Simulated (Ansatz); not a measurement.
The first iterations of a band of BrH + F4H2O2W (11 atoms, charge 0, multiplicity 1).

The calculation used RKS PBE/def2-SVP (Ansatz).

```json
{
 "movable images": "5",
 "climbing image": "yes",
 "spring": "5.0 eV/Å²",
 "optimiser": "quadratic models (default)",
 "start path": "through a guess of the saddle point",
 "force threshold": "0.05 eV/Å",
 "iteration limit": "60",
 "end points": "relaxed"
}
```

Initial state:

```xyz
11
Properties=species:S:1:pos:R:3
W 0.063 0.131 -0.309
O -0.033 0.541 1.546
H -0.815 0.522 2.130
F 1.903 0.423 -0.422
F -0.175 1.947 -0.730
F -1.806 -0.141 -0.093
F 0.447 -1.661 0.110
O -0.246 -0.339 -2.091
H -1.002 -0.626 -2.636
Br 2.568 1.523 3.560
H 1.508 1.100 2.668
```

Final state:

```xyz
11
Properties=species:S:1:pos:R:3
W 0.205 0.356 -0.067
O 0.636 -0.217 2.119
H -0.041 -0.832 2.470
F 2.000 -0.118 -0.236
F 0.266 1.842 -1.271
F -1.489 0.789 0.614
F -0.244 -1.452 0.310
O -0.345 -0.340 -1.753
H -0.316 0.348 -2.455
Br 1.050 2.443 1.328
H 0.691 0.601 2.674
```

| iteration | highest image above the first end (eV) | largest band force component (eV/Å) |
| --- | --- | --- |
| 1 | 11.761 | 74.756 |
| 2 | 3.452 | 15.591 |
| 3 | 1.847 | 8.353 |
| 4 | 1.168 | 3.401 |
| 5 | 0.884 | 1.086 |
| 6 | 0.919 | 1.406 |
| 7 | 0.803 | 0.731 |
| 8 | 0.732 | 0.555 |
| 9 | 0.805 | 0.549 |
| 10 | 0.845 | 0.549 |
| 11 | 0.828 | 0.630 |
| 12 | 0.851 | 0.706 |
| 13 | 0.877 | 0.765 |
| 14 | 0.973 | 0.990 |
| 15 | 1.092 | 1.268 |
| 16 | 1.096 | 1.026 |
| 17 | 1.032 | 0.191 |

**Question.** Does the band converge within its limit, and where does its top end?

**Answer.** The run converged. It ended after 51 iterations with the highest image 0.757 eV above the first end. A vibrational analysis at the climbing image gives one clearly imaginary mode, 417i cm⁻¹, and a faint second one (13i cm⁻¹) that may be numerical noise or a soft torsion: probably a first-order saddle point. The orbitals stay closed-shell, which can raise the energy where a bond breaks towards radicals; this wasn't checked here.

The run took 15 min on 4 threads of Arm Neoverse V1, with other jobs on the host, peak memory 0.3 GiB.
